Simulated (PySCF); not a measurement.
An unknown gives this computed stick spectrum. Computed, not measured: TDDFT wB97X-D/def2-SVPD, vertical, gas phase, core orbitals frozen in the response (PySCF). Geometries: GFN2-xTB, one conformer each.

| state | E (eV) | λ (nm) | f |
| --- | --- | --- | --- |
| S1 | 5.59 | 221.6 | 0.0026 |
| S2 | 6.06 | 204.7 | 0.0037 |
| S3 | 6.63 | 186.9 | 0.061 |
| S4 | 6.87 | 180.5 | 0.017 |
| S5 | 6.89 | 179.8 | 0.014 |
| S6 | 7.15 | 173.4 | 0.161 |
| S7 | 7.21 | 172.0 | 0.375 |
| S8 | 7.29 | 170.0 | 0.028 |

Triplets computed (Tamm–Dancoff): 4.55, 4.83, 5.29 eV.

Question: Which candidate is it? All have the formula C5H8Cl2Si.
A. `ClC(Cl)C1=C[SiH2]CC1`
B. `C(Cl)(Cl)C(=C=C)[SiH2]C`
C. `C[SiH2][C@@H]1C(Cl)=C[C@@H]1Cl`
D. `C1(CCC=1)[SiH2]C(Cl)Cl`
E. `ClC1=C[SiH2]C[C@@H](Cl)C1`

Answer: B. Its S1, at 5.59 eV, is the lowest among the candidates; the nearest of the others has S1 at 6.28 eV. S1 is HOMO→LUMO (59%), HOMO-1→LUMO (20%), HOMO-1→LUMO+1 (10%). Löwdin shares by element: HOMO carbon 71% or more, chlorine 8% or more (atoms not listed hold the other 21%); LUMO carbon 50% or more, chlorine 23% or more (atoms not listed hold the other 27%). At the same level the other candidates give, for their lowest levels:
- `ClC1=C[SiH2]C[C@@H](Cl)C1`: 6.31 eV (f 0.260); 6.63 eV (f 0.000); 6.83 eV (f 0.001); 7.07 eV (f 0.001); 7.33 eV (f 0.004); T1 4.13 eV; HOMO -9.27, LUMO 1.11 eV
- `ClC(Cl)[SiH2]C1=CCC1`: 6.48 eV (f 0.022); 6.54 eV (f 0.023); 6.59 eV (f 0.253); 6.73 eV (f 0.059); 7.04 eV (f 0.001); T1 4.11 eV; HOMO -9.29, LUMO 1.30 eV
- `C[SiH2][C@@H]1C(Cl)=C[C@@H]1Cl`: 6.28 eV (f 0.173); 7.03 eV (f 0.023); 7.08 eV (f 0.019); 7.13 eV (f 0.020); 7.21 eV (f 0.014); T1 4.16 eV; HOMO -9.22, LUMO 1.20 eV
- `ClC(Cl)C1=C[SiH2]CC1`: 6.31 eV (f 0.309); 6.55 eV (f 0.015); 6.75 eV (f 0.046); 6.85 eV (f 0.004); 6.98 eV (f 0.016); T1 4.18 eV; HOMO -9.62, LUMO 0.71 eV

Conformer computed: `[CH2:1]=[C:2]=[C:3]([SiH2:4][CH3:5])[CH:6]([Cl:7])[Cl:8]`: C2–C3–Si4–C5 24°, C2–C3–C6–Cl7 -7°.
